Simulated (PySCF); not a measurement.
Simulated C 1s region for `C[N+]1(C)[GaH2-][CH2]C[C@@H]1[O][GeH3]`, binding energy against the vacuum level.

Every computed line was given a Gaussian of 0.8 eV full width at half maximum and an area set by the number of equivalent atoms; the highest printed point is 100. Method: delta-SCF UKS SCAN, pcX-2 on the ionised atom, pcseg-1 elsewhere, spin-free X2C (PySCF 2.14.0).

binding energy (eV), intensity and a bar:
```
    287.9          0 
    288.0          1 
    288.1          1 
    288.2          3 #
    288.3          6 ##
    288.4         11 ###
    288.5         17 #####
    288.6         26 ########
    288.7         35 ###########
    288.8         44 #############
    288.9         51 ###############
    289.0         53 ################
    289.1         51 ###############
    289.2         46 ##############
    289.3         37 ###########
    289.4         28 ########
    289.5         20 ######
    289.6         14 ####
    289.7         12 ####
    289.8         13 ####
    289.9         17 #####
    290.0         25 #######
    290.1         34 ##########
    290.2         43 #############
    290.3         50 ###############
    290.4         53 ################
    290.5         53 ################
    290.6         49 ###############
    290.7         43 #############
    290.8         37 ###########
    290.9         34 ##########
    291.0         36 ###########
    291.1         43 #############
    291.2         55 ################
    291.3         69 #####################
    291.4         84 #########################
    291.5         95 ############################
    291.6        100 ##############################
    291.7         98 #############################
    291.8         89 ###########################
    291.9         76 #######################
    292.0         60 ##################
    292.1         46 ##############
    292.2         35 ##########
    292.3         29 #########
    292.4         29 #########
    292.5         33 ##########
    292.6         39 ############
    292.7         47 ##############
    292.8         52 ################
    292.9         53 ################
    293.0         51 ###############
    293.1         44 #############
    293.2         35 ###########
    293.3         26 ########
    293.4         17 #####
    293.5         11 ###
    293.6          6 ##
    293.7          3 #
    293.8          1 
    293.9          1 
    294.0          0
```

Question: Count the maxima, the lines and the sites behind this envelope.

Answer: The curve has 4 maxima (at 289.0, 290.4, 291.6 and 292.9 eV). Under it lie 5 lines from 5 inequivalent carbon sites. At this width some lines have no maximum of their own.

Question: Decompose the envelope and assign each component. Numbering: `[CH3:1][N+:2]1([CH3:3])[GaH2-:4][CH2:5][CH2:6][C@@H:7]1[O:8][GeH3:9]`.

Answer: 
| position (eV) | relative area | line | atoms | environment |
| --- | --- | --- | --- | --- |
| 289.01 | 1 | C 1s | C5 | ring CH2 carbon |
| 290.43 | 1 | C 1s | C6 | ring CH2 carbon |
| 291.50 | 1 | C 1s | C1 | N-methyl carbon |
| 291.75 | 1 | C 1s | C3 | N-methyl carbon |
| 292.89 | 1 | C 1s | C7 | sp3 carbon bound to oxygen |

Lowest listed C 1s: C5, bonded to C, 2 H and Ga. Highest, 3.88 eV above it: C7, bonded to O, N, C and H. Summing the Pauling electronegativity differences to the bonded atoms, each weighted by its formal bond order, gives -1.44 for the lowest site and +1.03 for the highest; no listed site has a larger sum than the highest.

No satellites, vibrations or lifetime broadening are included. Isolated species at its PBE0-D3(BJ)/def2-SVP geometry (one conformer only).

Hardware: an Intel Xeon at 2.50 GHz with one thread (shared host). Cost: 7.1 min wall, 0.84 GiB resident at most.
